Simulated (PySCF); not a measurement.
## Cl(3+): interval between two levels

Cl(3+) [Ne] 3s2 3p2 [3P2, M_J = 2] → Cl(3+) [Ne] 3s1 3p3 [5S2, M_J = 2], as a difference of total energies. All numbers are calculated (PySCF 2.14, the two-component X2C-1e Hamiltonian, in x2c-TZVPall-2c (5s6p2d1f, 40 functions)). Correlated levels: [Ne] frozen. "Screened" scales the spin-orbit matrix elements by Boettger's factors to mimic the two-electron term; Breit and QED terms are absent.

| method | interval between two levels (cm⁻¹) |
| --- | --- |
| GHF (spin-free) | 54466 |
| GMP2 (spin-free) | 65165 |
| GHF (screened spin-orbit) | 54007 |
| GMP2 (screened spin-orbit) | 64702 |

The labels give the starting determinants; with spin-orbit coupling the two ends relaxed to ⟨J²⟩ = 6.01, ⟨L²⟩ = 2.02, ⟨S²⟩ = 2.00 and ⟨J²⟩ = 6.00, ⟨L²⟩ = 0.00, ⟨S²⟩ = 6.00.
